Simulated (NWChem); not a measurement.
System: DMF (C3H7NO); SMILES CN(C)C=O

Parts of the log:

```
             Northwest Computational Chemistry Package (NWChem) 7.3.0
             --------------------------------------------------------

 CS  symmetry detected

                             Geometry "geometry" -> ""
                             -------------------------

 Output coordinates in angstroms (scale by  1.889725989 to convert to a.u.)

  No.       Tag          Charge          X              Y              Z
 ---- ---------------- ---------- -------------- -------------- --------------
    1 C                    6.0000     0.78330047    -1.58299306     0.00000000
    2 N                    7.0000     0.02537751    -0.34834147     0.00000000
    3 C                    6.0000    -1.42453227    -0.43779626     0.00000000
    4 C                    6.0000     0.63561265     0.87459731     0.00000000
    5 O                    8.0000     0.06693407     1.95374352     0.00000000
    6 H                    1.0000     1.85364609    -1.35713834     0.00000000
    7 H                    1.0000     0.55593278    -2.18669378     0.88919008
    8 H                    1.0000     0.55593278    -2.18669378    -0.88919008
    9 H                    1.0000    -1.82296962     0.57744921     0.00000000
   10 H                    1.0000    -1.78089739    -0.97194558    -0.89062578
   11 H                    1.0000    -1.78089739    -0.97194558     0.89062578
   12 H                    1.0000     1.73985259     0.78256194     0.00000000

 Effective nuclear repulsion energy (a.u.)     181.1674626052

      Symmetry information
      --------------------

 Group name             Cs
 Group number              2
 Group order               2
 No. of unique centers    10

                                 NWChem DFT Module
                                 -----------------

 Summary of "ao basis" -> "ao basis" (spherical)
 ------------------------------------------------------------------------------
       Tag                 Description            Shells   Functions and Types
 ---------------- ------------------------------  ------  ---------------------
 C                          6-31+g*                  8       18   4s3p1d
 N                          6-31+g*                  8       18   4s3p1d
 O                          6-31+g*                  8       18   4s3p1d
 H                          6-31+g*                  2        2   2s

      Symmetry analysis of basis
      --------------------------

        a'         75
        a"         29

            General Information
            -------------------
          SCF calculation type: DFT
          Wavefunction type:  closed shell.
          No. of atoms     :    12
          No. of electrons :    40
           Alpha electrons :    20
            Beta electrons :    20
          Charge           :     0
          Spin multiplicity:     1
          Use of symmetry is: on ; symmetry adaption is: on
          Maximum number of iterations: 150
          AO basis - number of functions:   104
                     number of shells:    54
          Convergence on energy requested:  1.00D-06
          Convergence on density requested:  1.00D-05
          Convergence on gradient requested:  5.00D-04

              XC Information
              --------------
                         B3LYP Method XC Potential
                     Hartree-Fock (Exact) Exchange  0.200
                        Slater Exchange Functional  0.800 local
                    Becke 1988 Exchange Functional  0.720 non-local
              Lee-Yang-Parr Correlation Functional  0.810
                  VWN I RPA Correlation Functional  0.190 local

             Grid Information
             ----------------
          Grid used for XC integration:  medium
          Radial quadrature: Mura-Knowles
          Angular quadrature: Lebedev.
          Tag              B.-S. Rad. Rad. Pts. Rad. Cut. Ang. Pts.
          ---              ---------- --------- --------- ---------
          C                   0.70       49          12.0       434
          N                   0.65       49          10.0       434
          O                   0.60       49          13.0       434
          H                   0.35       45          12.0       434
          Grid pruning is: on
          Number of quadrature shells:   470
          Spatial weights used:  Erf1

      Superposition of Atomic Density Guess
      -------------------------------------

 Sum of atomic energies:        -245.53048641

      Non-variational initial energy
      ------------------------------

 Total energy =    -248.551047
 1-e energy   =    -690.583336
 2-e energy   =     260.864826
 HOMO         =      -0.290290
 LUMO         =       0.027691

      Symmetry analysis of molecular orbitals - initial
      -------------------------------------------------

  Numbering of irreducible representations:

     1 a'          2 a"

  Orbital symmetries:

     1 a'          2 a'          3 a'          4 a'          5 a'
     6 a'          7 a'          8 a'          9 a'         10 a'
    11 a'         12 a'         13 a"         14 a"         15 a'
    16 a"         17 a'         18 a'         19 a'         20 a"
    21 a"         22 a'         23 a'         24 a'         25 a'
    26 a"         27 a'         28 a'         29 a"         30 a"

     ---------------------------------------------
      Total Density - Mulliken Population Analysis
     ---------------------------------------------

    Atom       Charge   Shell Charges
 -----------   ------   -------------------------------------------------------
    1 C    6     6.58   2.00  0.71  1.95  0.66  1.09  0.07  0.05  0.04
    2 N    7     7.20   2.00  0.79  2.40  0.72  1.45 -0.14 -0.06  0.04
    3 C    6     6.62   2.00  0.71  1.97  0.67  1.09  0.09  0.06  0.04
    4 C    6     5.45   2.00  0.69  1.58  0.43  0.52  0.05  0.07  0.10
    5 O    8     8.88   2.00  0.96  3.15  0.96  1.79 -0.03  0.05  0.02
    6 H    1     0.74   0.47  0.28
    7 H    1     0.74   0.47  0.27
    8 H    1     0.74   0.47  0.27
    9 H    1     0.74   0.47  0.27
   10 H    1     0.74   0.47  0.27
   11 H    1     0.74   0.47  0.27
   12 H    1     0.81   0.47  0.33

   convergence    iter        energy       DeltaE   RMS-Dens  Diis-err
 ---------------- ----- ----------------- --------- --------- ---------
 d= 0,ls=0.0,diis     1   -248.3920225562 -4.30D+02  2.45D-02  1.07D+00
 d= 0,ls=0.0,diis     2   -247.9737703101  4.18D-01  1.88D-02  5.31D+00
 d= 0,ls=0.0,diis     3   -248.5133027501 -5.40D-01  2.22D-03  6.43D-02
 d= 0,ls=0.0,diis     4   -248.5166375022 -3.33D-03  9.68D-04  3.17D-02
 d= 0,ls=0.0,diis     5   -248.5199297254 -3.29D-03  2.27D-04  8.34D-04
  Resetting Diis
 d= 0,ls=0.0,diis     6   -248.5200144435 -8.47D-05  7.86D-05  7.80D-05
 d= 0,ls=0.0,diis     7   -248.5200244017 -9.96D-06  3.41D-05  2.00D-06
 d= 0,ls=0.0,diis     8   -248.5200238477  5.54D-07  1.90D-05  7.78D-06
 d= 0,ls=0.0,diis     9   -248.5200246272 -7.80D-07  3.40D-06  1.74D-07

         Total DFT energy =     -248.520024627248
      One electron energy =     -694.762554254328
           Coulomb energy =      299.466843583683
    Exchange-Corr. energy =      -34.391776561849
 Nuclear repulsion energy =      181.167462605246

 Numeric. integr. density =       39.999989970035

                  Occupations of the irreducible representations
                  ----------------------------------------------

                     irrep           alpha         beta
                     --------     --------     --------
                     a'               16.0         16.0
                     a"                4.0          4.0

                       DFT Final Molecular Orbital Analysis
                       ------------------------------------

 Vector   18  Occ=2.000000D+00  E=-3.847184D-01  Symmetry=a"
              MO Center=  4.7D-02,  9.0D-01, -3.4D-16, r^2= 2.7D+00
   Bfn.  Coefficient  Atom+Function         Bfn.  Coefficient  Atom+Function
  ----- ------------  ---------------      ----- ------------  ---------------
    77      0.410337   5 O  pz               59      0.358383   4 C  pz
    81      0.238156   5 O  pz               63      0.173358   4 C  pz
    41     -0.169120   3 C  pz               23      0.130197   2 N  pz
     5     -0.099508   1 C  pz               99      0.099365  10 H  s
   101     -0.099365  11 H  s               100      0.096101  10 H  s

 Vector   19  Occ=2.000000D+00  E=-2.654051D-01  Symmetry=a'
              MO Center=  2.5D-01,  1.6D+00, -2.8D-17, r^2= 1.6D+00
   Bfn.  Coefficient  Atom+Function         Bfn.  Coefficient  Atom+Function
  ----- ------------  ---------------      ----- ------------  ---------------
    75      0.538153   5 O  px               79      0.339367   5 O  px
    24      0.272843   2 N  s                76      0.256169   5 O  py
   104     -0.240398  12 H  s                80      0.179596   5 O  py
    28      0.176426   2 N  s               103     -0.157361  12 H  s
    22      0.152783   2 N  py               64     -0.121929   4 C  s

 Vector   20  Occ=2.000000D+00  E=-2.544385D-01  Symmetry=a"
              MO Center= -5.1D-02,  1.2D-01,  6.9D-17, r^2= 2.9D+00
   Bfn.  Coefficient  Atom+Function         Bfn.  Coefficient  Atom+Function
  ----- ------------  ---------------      ----- ------------  ---------------
    23      0.487077   2 N  pz               27      0.384129   2 N  pz
    77     -0.360868   5 O  pz               81     -0.243329   5 O  pz
    94     -0.148719   7 H  s                96      0.148719   8 H  s
    31      0.128743   2 N  pz              100      0.122334  10 H  s
   102     -0.122334  11 H  s                 5     -0.099949   1 C  pz

[...]
```

Level: B3LYP/6-31+G* (spherical d). The geometry was optimised at B3LYP/6-31G* (spherical d). B3LYP is NWChem's, with the RPA form of VWN correlation.

Reconstruct the input file.

Several could match; the one computed here: the input that was run:
```
start job
memory heap 200 mb stack 900 mb global 1100 mb
geometry units angstroms noautoz
  C      0.775659    -1.583626    -0.000429
  N      0.024092    -0.345095    -0.000288
  C     -1.426258    -0.427096    -0.001436
  C      0.640605     0.874691    -0.000057
  O      0.077481     1.956746    -0.000595
  H      1.847150    -1.363276     0.002295
  H      0.543170    -2.187324     0.887423
  H      0.547214    -2.184976    -0.890955
  H     -1.819472     0.590184    -0.001005
  H     -1.784726    -0.958373    -0.892972
  H     -1.786001    -0.960440     0.888279
  H      1.744357     0.776981     0.000766
end
basis spherical
  * library 6-31+g*
end
dft
  xc b3lyp
  iterations 150
  mulliken
end
task dft energy
```
